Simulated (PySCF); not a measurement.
## Dipole polarisabilities along group 14

Calculated with PySCF 2.14 for the ground configurations, without spin-orbit coupling: coupled response for Hartree-Fock and DFT, finite fields for MP2 and CCSD(T), with C 1s2; Si [Ne]; Ge [Ar] 3d10; Sn 4s2 4p6 4d10; Pb 5s2 5p6 5d10 frozen. Mean α in bohr³, C₆ of like pairs in atomic units.

```
                                                                                 species  α UHF  α PBE  α PBE0  α MP2  α CCSD(T)  α recommended (Schwerdtfeger and Nagle)  C₆ UHF  C₆ PBE  C₆ PBE0
                                          C [He] 2s2 2p2 (def2-TZVPPD, non-relativistic)  11.85  12.84   12.31  11.30      11.46                               11.3 ± 0.4   45.65   51.36    48.73
                                         Si [Ne] 3s2 3p2 (def2-TZVPPD, non-relativistic)  37.89  39.24   38.28  36.81      36.28                               37.3 ± 0.7   309.7   315.7    308.5
                                    Ge [Ar] 3d10 4s2 4p2 (def2-TZVPPD, non-relativistic)  38.98  40.30   39.51  38.11      37.87                                   40 ± 1   335.2   336.8    333.4
     Sn [Kr] 4d10 5s2 5p2 (def2-TZVPPD with the def2 core potential (28 electrons), ECP)  56.93  60.76   58.01  55.98      55.62                                   53 ± 6   632.2   662.1    632.4
Pb [Xe] 4f14 5d10 6s2 6p2 (def2-TZVPPD with the def2 core potential (60 electrons), ECP)  62.58  68.15   64.47  61.87      61.74                                   47 ± 3   740.3   793.1    749.8
```

Hartree-Fock lacks correlation. PBE lies above the recommended values here, as self-interaction makes its density too diffuse. MP2 and CCSD(T) carry the error of the frozen core. All values carry a basis error, and heavy open shells lack spin-orbit coupling.
